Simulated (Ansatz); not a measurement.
Start from `[BH2][GaH][F]` and change one atom or group to get `[F][GaH][I]`.

Ansatz, PBE0-D4/def2-TZVP geometries, multiplicity 1. 

Elements past krypton have def2 core potentials. Scalar relativity is left out up to krypton. Spin–orbit coupling is left out; it splits and shifts lone-pair levels of the heavy atoms by tenths of an eV.

```json
{"property": "LUMO energy (PBE0/def2-TZVPP) / eV", "`[BH2][GaH][F]`": "-2.75"}
{"property": "ideal-gas entropy at 298 K and 1 bar (rigid rotor, harmonic PBE0-D4/def2-TZVP) / J/(mol·K)", "`[BH2][GaH][F]`": "302"}
{"property": "HOMO energy (ωB97M-V/def2-TZVPP) / eV", "`[BH2][GaH][F]`": "-10.18"}
{"property": "LUMO energy (PBE/def2-TZVPP) / eV", "`[BH2][GaH][F]`": "-3.78"}
{"property": "zero-point energy (PBE0-D4/def2-TZVP) / kJ/mol", "`[BH2][GaH][F]`": "74.1"}
{"property": "HOMO energy (PBE0/def2-TZVPP) / eV", "`[BH2][GaH][F]`": "-8.02"}
```

Task: What does the change do to each property? (Estimate.)

Result: Ansatz gave: 
```
                                                                                  property  `[F][GaH][I]`  shift
                                                        LUMO energy (PBE0/def2-TZVPP) / eV          -1.72   1.03
ideal-gas entropy at 298 K and 1 bar (rigid rotor, harmonic PBE0-D4/def2-TZVP) / J/(mol·K)            314     12
                                                     HOMO energy (ωB97M-V/def2-TZVPP) / eV         -10.16   0.02
                                                         LUMO energy (PBE/def2-TZVPP) / eV          -2.47   1.31
                                            zero-point energy (PBE0-D4/def2-TZVP) / kJ/mol           24.9  -49.2
                                                        HOMO energy (PBE0/def2-TZVPP) / eV          -8.04  -0.02
```

The zero-point energy changes by -49.2 kJ/mol with -6 modes.
